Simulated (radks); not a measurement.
The fluorine anion F-, [Ne], held by a Watson sphere: a shell of charge +1 at radius R that stands for the Madelung well of a crystal (potential energy -1/R inside, -1/r outside, in hartree with lengths in bohr). Method: scalar-relativistic Kohn-Sham, LDA (Slater exchange, Perdew-Wang correlation), spin-polarised, spherical densities, finite nucleus; Fermi nuclear charge, rms radius of each element as measured or else 0.836 A^(1/3) + 0.57 fm; computed with a radial shooting solver on a logarithmic mesh with Libxc functionals. Response by self-consistent Sternheimer equations with the Hartree and adiabatic LDA kernel, the relativistic mass of each level held fixed and spin-orbit coupling left out. The sphere does not respond.

R (bohr)  e(1s) (eV)  e(2s) (eV)  e(2p) (eV)  <r> 2p (bohr)  sum of <r^2> (bohr^2)  X-ray form factor at sin(theta)/lambda = 0.1 1/angstrom  alpha (bohr^3)
2.25         -653.87     -26.513      -8.564          1.238                  15.49                                                    8.984           8.890
2.29         -653.80     -26.399      -8.458          1.241                  15.56                                                    8.980           9.069
2.34         -653.71     -26.258      -8.326          1.244                  15.65                                                    8.976           9.295
3.01         -652.53     -24.674      -6.799          1.276                  16.66                                                    8.929           12.41
3.81         -651.34     -23.311      -5.445          1.299                  17.48                                                    8.897           16.10
3.86         -651.27     -23.240      -5.374          1.300                  17.52                                                    8.896           16.32
